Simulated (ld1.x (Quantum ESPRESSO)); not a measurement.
What one change does to a pseudopotential (gold, TM)

Au, norm-conserving Troullier–Martins (Kleinman–Bylander form), made with ld1.x (Quantum ESPRESSO) 7.5 (PBE, scalar-relativistic). Core [Xe] 4f14, reference 5d10 6s1 6p0. Waves: 6s (bound): rc 2.10 bohr; 5d (bound): rc 1.55 bohr; 6p (bound, empty): rc 2.55 bohr. Local part: the p channel. Core correction: Bessel-smoothed model core, default radius (core density twice the valence density).

Change: all radii but the core radius scaled by about 1.36 (s 2.86, p 3.48, d 2.12 bohr).

Cutoffs: the cutoffs (Ry, on a coarse ladder) from which the occupation-weighted sum of valence levels, in a spherical-Bessel basis at the reference potential, stays within 10 and 1 mRy of its value at 400 Ry; they do not see the model core or the augmentation charge, which bear on the density cutoff. Errors are all-electron minus pseudo energies relative to the spin-unpolarised reference configuration.

What does the change do?

The potential gets softer (45 Ry and 70 Ry → 40 Ry and 60 Ry); of the 7 tests that both files solve, the error grows in 2 and shrinks in 5 by more than 15 % and 0.3 meV (median size 93.0 → 71.9 meV); neither file shows a bound ghost. A larger radius leaves more room for a smooth pseudo-wave, so fewer plane waves are needed.

| quantity | base | changed |
| --- | --- | --- |
| cutoff, loose | 45 Ry | 40 Ry |
| cutoff, tight | 70 Ry | 60 Ry |
| loose cutoff by channel (10 mRy a level) | s 8 Ry, d 35 Ry | s 6 Ry, d 35 Ry |
| bound ghosts | none | none |
| error for 5d10 6s0 6p0, meV [ΔE 9.41 eV] | -19 | -16 |
| error for 5d9 6s0 6p0, meV [ΔE 30.62 eV] | -158 | -198 |
| error for 5d8 6s0 6p0, meV [ΔE 64.49 eV] | -661 | -766 |
| error for 5d9 6s2 6p0, meV [ΔE 1.69 eV] | -93 | -54 |
| error for 5d9 6s1 6p0, meV [ΔE 12.12 eV] | -88 | -72 |
| error for 5d10 6s0 6p1, meV [ΔE 5.25 eV] | -7.0 | -5.4 |
| error for 5d9 6s1 6p1, meV [ΔE 7.50 eV] | -107 | -88 |
